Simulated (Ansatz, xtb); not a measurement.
## Ranking isomers of AlCuOS

3 gas-phase structures of AlCuOS, found in a search over its isomers (lower ones may exist). Each was relaxed with GFN2-xTB:

A. a singlet given by its coordinates
B. a singlet given by its coordinates
C. `[Cu][Al]1[O][S]1`, a singlet

A (Å):

```yaml
atoms:
  - { symbol: Al, position_ang: [-0.8589, -0.1904, 0.8094] }
  - { symbol: Cu, position_ang: [1.2667, 1.0375, -1.4966] }
  - { symbol: O, position_ang: [0.1663, 0.4033, -0.3035] }
  - { symbol: S, position_ang: [-2.1640, -0.9446, 2.2254] }
```

Close contacts (Å): Al1–O3 1.63, Al1–S4 2.07, Cu2–O3 1.74.

B (Å):

```csv
atom,x (Å),y (Å),z (Å)
Al,-3.5954,-2.4733,-1.2115
Cu,-5.0682,-4.0314,0.0741
O,-4.0793,-1.4193,-2.2700
S,-2.9295,-3.9338,0.2518
```

Close contacts (Å): Al1–Cu2 2.50, Al1–O3 1.57, Al1–S4 2.17, Cu2–S4 2.15.

Problem. Which do you expect lowest at r2SCAN-D4/def2-SVP, and how would the others follow?

Solution. Calculated order at r2SCAN-D4/def2-SVP: A (0.0), B (5.4), C (39.5) kcal/mol.

Energies above the lowest of each column, in kcal/mol; the last columns are at PBE0-D3(BJ)/pcseg-1 geometries and were run for some of them only (a dash: not run or not comparable):

| structure | GFN2-xTB | HF/STO-3G | r2SCAN-D4/def2-SVP | PBE0-D3(BJ)/pcseg-1 | CCSD(T)/def2-TZVP |
| --- | --- | --- | --- | --- | --- |
| A | 0.0 | 0.0 | 0.0 | 0.0 | 0.0 |
| B | 10.6 | 47.9 | 5.4 | 5.7 | 8.1 |
| C | 39.9 | 75.1 | 39.5 | – | – |

Every level run on A puts it lowest or level with the lowest. Some further structures that were screened fall inside this span and aren't listed. Frequencies (PBE0-D3(BJ)/pcseg-1) were run for A, B alone. Large T1 diagnostics make some coupled-cluster values less sure.

Programs: Ansatz 0.2.0, xtb 6.7.1.
